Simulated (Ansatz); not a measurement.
Conformers of ClH₅O₂Si₂ (`O[SiH](O)[SiH2]Cl`), each relaxed with PBE0-D4/def2-TZVP in Ansatz. CBS adds the triple-zeta coupled-cluster correction to the MP2 limit.

Not all of them had a frequency check.

Conformer A:

Cartesian coordinates in Å:
```
O 1.026 -0.925 -1.338
Si 0.350 0.425 -0.693
O -1.088 0.843 -1.370
Si -0.174 -0.015 1.553
Cl -0.662 -2.035 1.586
H 0.637 -1.765 -1.081
H 1.366 1.485 -0.913
H -1.100 1.083 -2.299
H -1.337 0.737 2.086
H 0.982 0.168 2.468
```

Conformer B:

```xyz
10

O     0.652    1.621   -1.043
Si   -0.081    0.757    0.137
O    -1.708    0.856   -0.086
Si    0.669   -1.450   -0.097
Cl   -0.413   -2.531    1.306
H     0.422    2.547   -1.142
H     0.246    1.278    1.498
H    -2.277    0.593    0.639
H     2.109   -1.633    0.217
H     0.382   -2.035   -1.431
```

**Question.** Which is lowest in electronic energy at CCSD(T)/CBS (frozen core, def2 sets), and by how much? (Estimate.)

**Answer.** The calculation gave: A; B lies 4.8 kJ/mol higher.

**Question.** Give the energies relative to A (kJ/mol) with B3LYP-D4/def2-TZVPP, PBE/def2-TZVPP, r2SCAN/def2-TZVPP, PBE0/def2-TZVPP, HF/def2-TZVPP, MP2/def2-TZVPP, HF/CBS(def2). (Best estimate.)

**Answer.** Computed: 
| level | B |
| --- | --- |
| B3LYP-D4/def2-TZVPP | 5.3 |
| PBE/def2-TZVPP | 5.9 |
| r2SCAN/def2-TZVPP | 5.1 |
| PBE0/def2-TZVPP | 4.8 |
| HF/def2-TZVPP | 1.1 |
| MP2/def2-TZVPP | 5.2 |
| HF/CBS(def2) | 0.6 |

B3LYP here is the variant with VWN-RPA as its local correlation; programs differ in this.
